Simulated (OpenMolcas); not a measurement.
## 4f⁵ along the 59-electron sequence

```yaml
Program: OpenMolcas 26.06
Method: CASSCF
Basis: ANO-R3
Scalar_Hamiltonian: X2C, finite nucleus
Spin-orbit_coupling: state interaction with AMFI integrals over the reference wave functions, term energies averaged over their components
```

Active space for each ion: 5 electrons in 7 orbitals (4f).

Computed levels in cm-1 above ⁶H°_5/2:

| Level | Pm2+ | Sm3+ | Eu4+ |
| --- | --- | --- | --- |
| ⁶H°_7/2 | 835 | 1086 | 1364 |
| ⁶H°_9/2 | 1837 | 2376 | 2965 |
| ⁶H°_11/2 | 2966 | 3813 | 4729 |
| ⁶H°_13/2 | 4192 | 5356 | 6600 |
| ⁶H°_15/2 | 5489 | 6970 | 8538 |
| ⁶F°_1/2 | 7082 | 8162 | 9164 |
| ⁶F°_3/2 | 7315 | 8441 | 9484 |
| ⁶F°_5/2 | 7761 | 8995 | 10144 |
| ⁶F°_7/2 | 8478 | 9916 | 11287 |
| weight of ⁶H° in the lowest level (%) | 98 | 97 | 96 |

The fine-structure level ⁶H°_15/2 changes by a factor of 1.56 from Pm2+ to Eu4+. Its fourth root runs 8.61, 9.14, 9.61, with steps per unit of Z of 0.53, 0.48; equal steps would mean a (Z - σ)^4 law with constant σ.

⁶F°_1/2 changes by a factor of 1.29 over the same range, with steps per unit of Z of +1080, +1000 cm-1.

High states are left out of the spin-orbit mixing, which shifts the levels that they would mix with. Without dynamic correlation excited terms often stand tens of per cent too high (terms of higher spin than the ground term too low), and those without a measured partner can miss by more than the paired ones. Levels of configurations outside the active space are missing.

° marks odd parity.
